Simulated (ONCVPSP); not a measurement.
u(r) = r·R(r): atom against pseudo-atom (tungsten)

Columns: radius, all-electron u(r) and pseudo u(r) of the 5p shell (level -41.41 eV) of tungsten in the configuration [Kr] 4d10 4f14 5s2 5p6 5d5 6s1; PBE, scalar-relativistic, ONCV scheme, ONCVPSP 4.0.1.

| r (bohr) | all-electron | pseudo |
| --- | --- | --- |
| 0.103 | 0.2040 | 0.0134 |
| 0.205 | 0.1520 | 0.0550 |
| 0.308 | -0.4164 | 0.1294 |
| 0.410 | -0.5139 | 0.2371 |
| 0.513 | -0.2273 | 0.3767 |
| 0.615 | 0.1719 | 0.5340 |
| 0.718 | 0.5332 | 0.6944 |
| 0.820 | 0.7932 | 0.8351 |
| 0.923 | 0.9532 | 0.9418 |
| 1.025 | 1.0263 | 1.0025 |
| 1.128 | 1.0355 | 1.0167 |
| 1.230 | 1.0007 | 0.9905 |
| 1.332 | 0.9386 | 0.9346 |
| 1.435 | 0.8604 | 0.8594 |
| 1.538 | 0.7758 | 0.7756 |
| 1.640 | 0.6914 | 0.6913 |
| 1.743 | 0.6094 | 0.6093 |
| 1.845 | 0.5337 | 0.5336 |
| 1.948 | 0.4639 | 0.4638 |
| 2.050 | 0.4017 | 0.4017 |
| 2.153 | 0.3460 | 0.3459 |
| 2.255 | 0.2974 | 0.2974 |
| 2.358 | 0.2546 | 0.2545 |
| 2.460 | 0.2177 | 0.2177 |
| 2.562 | 0.1858 | 0.1858 |
| 2.665 | 0.1580 | 0.1580 |

**Question.** How many radial nodes do the two functions have?

**Answer.** The all-electron 5p function has n − l − 1 = 3 (the table is too coarse to show those close to the nucleus); the pseudo-wave has 0, since the states of the same l below it are removed with the core.

**Question.** At about which radius was the pseudo-wave matched?

**Answer.** 1.65 bohr. The columns agree to 0.0005 from 1.54 bohr on; several derivatives are matched, so the curves merge somewhat inside the radius.

**Question.** Where does each function peak?

**Answer.** Outermost all-electron maximum near 1.13 bohr, pseudo maximum near 1.13 bohr (to the table’s step).

**Question.** Is the pseudo-wave norm-conserving?

**Answer.** Yes: the ONCV scheme keeps the norm inside the radius equal to the all-electron one, which fixes the energy derivative of the logarithmic derivative at the level.
